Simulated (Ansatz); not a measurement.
Harmonic frequencies (cm⁻¹) at PBE0-D4/def2-TZVP from Ansatz: 42, 63, 144, 252, 491, 528, 592, 625, 661, 742, 869, 886, 927, 942, 951, 952, 2230, 2247, 2252, 2256, 2269.

Each molecule was computed in one conformer, which needn't be the lowest.

**Question.** Which molecule is it?
A. `F[SiH]([SiH3])S`
B. `O[SiH2][SiH2]Cl`
C. `F[SiH2]S[SiH3]`
D. `F[SiH2][SiH2]S`

**Answer.** C.
